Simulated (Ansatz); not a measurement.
Stepwise reaction of `O[SiH](Cl)O[SiH2]Cl` with hydrogen fluoride, as a gas-phase model of exchange steps in deposition or etching. ΔE in kJ/mol.

Isolated molecules relaxed with PBE0-D4/def2-TZVP in Ansatz; ΔE leaves out vibrations. CCSD(T)/CBS adds triple-zeta CCSD(T) − MP2 to the extrapolated MP2 energy (def2 sets, frozen cores). This one scheme is used for every species. Functionals use def2-TZVPP. B3LYP here is the variant with VWN-RPA as its local correlation; programs differ in this. Each species was taken in one conformer, which may not be the lowest.

```json
{"step": "1", "reaction": "`O[SiH](Cl)O[SiH2]Cl` + H–F → `O[SiH](F)O[SiH2]Cl` + HCl", "PBE-D4": "-42.0", "B3LYP-D4": "-52.3", "ωB97M-V": "-50.7", "CCSD(T)/CBS": "-49.2"}
```

Problem. Give the row of step 2, `O[SiH](F)O[SiH2]Cl` + H–F → `O[SiH](F)O[SiH2]F` + HCl. (Estimate.)

Solution. Computed: 
| step | reaction | PBE-D4 | B3LYP-D4 | ωB97M-V | CCSD(T)/CBS |
| --- | --- | --- | --- | --- | --- |
| 2 | `O[SiH](F)O[SiH2]Cl` + H–F → `O[SiH](F)O[SiH2]F` + HCl | -33.1 | -42.9 | -41.6 | -40.1 |

Problem. By hand: ΔE of the 2 steps together at CCSD(T)/CBS.

Solution. (-49.2) + (-40.1) = -89.3 kJ/mol, or -44.7 kJ/mol a step.

In ΔE each step is higher than the one before. All are downhill at CCSD(T)/CBS. PBE-D4 differs from CCSD(T)/CBS by 7.0 to 7.2 kJ/mol a step. Isolated molecules leave out the surface, adducts and barriers. Largest T1 diagnostic: 0.012.
